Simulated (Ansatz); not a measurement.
```yaml
crystal:
  periodic: [false, false, false]
  atoms:
    - {symbol: Na, position_ang: [-1.667987, 2.000721, 0.899816]}
    - {symbol: Na, position_ang: [-0.747366, -1.796030, 0.059430]}
    - {symbol: Na, position_ang: [1.648961, 3.344502, 1.322799]}
    - {symbol: Na, position_ang: [-3.595592, -0.375908, -1.083568]}
    - {symbol: Na, position_ang: [-1.051621, 5.292865, 0.298933]}
    - {symbol: Na, position_ang: [1.734578, -2.578640, -2.063239]}
    - {symbol: Na, position_ang: [4.754744, 2.062641, 2.240967]}
    - {symbol: Na, position_ang: [0.045385, 0.967608, -1.882969]}
    - {symbol: Na, position_ang: [2.665133, 0.042251, 0.415887]}
    - {symbol: Na, position_ang: [-0.266478, -5.189554, -0.435505]}
    - {symbol: Na, position_ang: [-3.519747, -3.770457, 0.227449]}
basis:
  gaussian: {orbitals: def2-TZVP, initial_orbitals: start.molden}
total_charge: 1
hamiltonian: {xc: {name: wB97X-V}}
scf: {omitted_lower_state_checks: [starts]}
output: {orbitals: {seedname: orbitals}}
```

The file start.molden holds the orbitals of an earlier run on this structure, at another level or in another basis.

```sh
$ ansatz run in.yaml --threads 4 --pin off --events-out ev --progress --plain --max-ram 4787MiB
```

(1) Does this run fit into the memory that it is given?

Answers

(1) No. It has 352 basis functions, and Ansatz plans for 6 GiB where 5 GiB are given.
